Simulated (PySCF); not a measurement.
## Excitation energy of Os by level of theory

Os [Xe] 4f14 5d6 6s2 (5D) → Os [Xe] 4f14 5d8 (3F), as a difference of total energies. All numbers are calculated (PySCF 2.14, scalar relativity through the core potential, in aug-cc-pVQZ-PP with ECP60MDF). Correlated levels: valence: 5s2 5p6 frozen. The calculations carry no spin-orbit coupling.

```tsv
method	excitation energy (eV)
UHF	4.063
LDA	3.018
PBE	2.877
PBE0	2.977
r2SCAN	3.456
M06-L	3.298
MN15	3.136
BHandHLYP	3.086
MP2 (valence)	2.983
SCS-MP2 (valence)	2.617
```

**Question.** How much does correlation contribute at MP2 (valence)?

**Answer.** 2.983 − (4.063) = -1.080 eV, measured against UHF.
